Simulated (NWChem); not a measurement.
# Correlation energy of CHCl2

```
C
H 1 1.0916
Cl 1 1.7010 2 117.43
Cl 1 1.7010 2 117.43 3 153.75
```
Charge 0, spin multiplicity 2.

Everything below was run with NWChem. The geometry was optimised at UPBE0/def2-SVP, a minimum by its harmonic frequencies.

Basis set: def2-SVP. Each correlation energy counts from its own Hartree-Fock reference.

The correlated methods keep 11 core orbitals frozen. The structure started from a generated list of species. The unpaired electrons of the parent sit in orbitals of symmetry a' (Cs labels of the run); other states weren't searched. The stability of the SCF solutions was not checked. Open-shell Hartree-Fock references start from PBE0 orbitals. No row is a measurement; the coupled-cluster row has its own basis-set and correlation limits.

Task: Order these methods by the correlation energy they give, lowest first: CCSD[T] on UHF, CCSD[T] on ROHF, CCSD on UHF, CCSD on ROHF, SCS-UMP2.

Result: CCSD[T] on ROHF (-434.4 mHa), CCSD[T] on UHF (-429.0 mHa), CCSD on ROHF (-422.7 mHa), CCSD on UHF (-417.8 mHa), SCS-UMP2 (-371.3 mHa)
